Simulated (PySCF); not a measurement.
## Iron: a sound run and one with changed settings

Sound run: Fe [Ar] 3d6 4s2, Fe⁺ [Ar] 3d6 4s1. Computed with PySCF 2.14 in aug-cc-pVDZ, with no relativity, point nucleus. In the sound run the correlated levels freeze [Ar]. The sound run starts from symmetry-adapted Hartree-Fock orbitals and uses a fine grid where one is needed.

Changed run: basis STO-3G. This setting is unsound on purpose.

```
species  method  sound run (hartree)  changed run (hartree)  converged
     Fe     UHF          -1262.45147            -1248.75843        yes
     Fe    TPSS          -1263.70273            -1249.73677        yes
     Fe   B3LYP                  n/a            -1249.72793        yes
     Fe     MP2          -1262.60823            -1248.77859        yes
    Fe⁺     UHF          -1262.21741            -1248.57315        yes
    Fe⁺    TPSS          -1263.42592            -1249.50924        yes
    Fe⁺   B3LYP          -1263.42739            -1249.48693        yes
    Fe⁺     MP2          -1262.33652            -1248.57347        yes
```

Ionisation energy of Fe:

```
 method  sound run (eV)  changed run (eV)
    UHF           6.369             5.042
   TPSS           7.533             6.191
  B3LYP             n/a             6.558
    MP2           7.394             5.582
SCS-MP2           7.566             5.689
```

A minimal basis cannot let orbitals breathe on ionisation and holds almost no correlation.

For comparison, NIST gives 7.902 eV between the lowest levels.
